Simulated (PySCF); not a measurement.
## Radial density of Si⁺ (silicon, charge +1)

UHF, [Ne] 3s2 3p1, 2P determinant. Calculation: PySCF 2.14, in def2-SVP (4s3p1d, 18 functions); no relativity, point nucleus.

```tsv
r (bohr)	4πr²ρ (e/bohr)	4πr²(ρα − ρβ)
0.00193	0.07397	0.0000
0.00324	0.2064	0.0000
0.00545	0.5622	0.0000
0.00917	1.450	0.0000
0.0154	3.416	0.0001
0.0259	7.249	0.0002
0.0436	12.53	0.0010
0.0734	15.90	0.0050
0.123	12.71	0.0200
0.208	9.655	0.0554
0.349	13.84	0.0749
0.587	11.02	0.0151
0.988	2.780	0.0675
1.66	1.580	0.4182
2.80	0.8537	0.3086
4.70	0.07765	0.0538
7.91	0.0001836	0.0001
```
